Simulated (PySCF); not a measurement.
`N#[C][Fe-3]([C]#N)([C]#N)([C]#N)([C]#N)[C]#N` [radical] (charge -3 and doublet state). Method: PySCF 2.14.0, PBE0-D3(BJ)/def2-SVP geometry optimisation, gas phase.

```
atom  x, y, z in Å
N1     1.0006    0.9107    2.8349
C2     0.6334    0.5646    1.7784
Fe3    0.0005   -0.0018   -0.0011
C4     0.1071    1.8426   -0.6929
N5     0.1646    2.9418   -1.0924
C6    -0.6320   -0.5685   -1.7810
N7    -0.9985   -0.9138   -2.8380
C8    -1.8847    0.2543    0.5276
N9    -2.9983    0.4212    0.8491
C10    1.8856   -0.2567   -0.5309
N11    2.9997   -0.4220   -0.8512
C12   -0.1077   -1.8454    0.6925
N13   -0.1643   -2.9438    1.0943
```

Q: What is the longest distance between nuclei?

A: N9···N11, N5···N13 and N1···N7, 6.291 Å down to 6.285 Å.

Q: Work out the bond lengths N1≡C2, C2–Fe3, Fe3–C6, Fe3–C8, C4≡N5, C10≡N11 in Å.

A: For N1≡C2 the difference vector is (-0.3672, -0.3461, -1.0565) Å, of length 1.1708 Å. N1≡C2 1.171; C2–Fe3 1.972; Fe3–C6 1.972; Fe3–C8 1.975; C4≡N5 1.171; C10≡N11 1.171 Å.

Q: What is the repulsion energy of the bare nuclei, Σ ZA·ZB/RAB?

A: 897.31 Eh over 78 pairs, with full nuclear charges and distances in bohr; the largest single term is 41.87 Eh (C2 with Fe3, or a pair equal to it).

Q: How far apart are these pairs, which share no bond: N1···N13, C2···C6, C2···C12, C4···C12, C6···N13, N7···C8?

A: N1···N13 4.387 Å (4 bonds apart); C2···C6 3.944 Å (2 bonds apart); C2···C12 2.745 Å (2 bonds apart); C4···C12 3.945 Å (2 bonds apart); C6···N13 3.759 Å (3 bonds apart); N7···C8 3.671 Å (3 bonds apart).

Q: Where is the centre of mass (commonest isotopes), and what is the radius of gyration?

A: Mass 211.953 u; centre at (0.000, -0.001, -0.001) Å; Rg = √(Σ m r²/M) = 2.289 Å. As Ia + Ib + Ic = 2 Σ m r², the three principal moments sum to 2221.6 u·Å².

PBE0-D3(BJ)/def2-SVP frequencies: not computed here. ⟨S²⟩ = 0.769 (exact for a doublet: 0.75). Whether so highly charged an anion holds all its electrons in the gas phase wasn't checked; a finite basis holds them in any case. No counter-ion or solvent screens the charge of this multiply charged ion. The geometry's basis has no diffuse functions, a weakness for an anion.
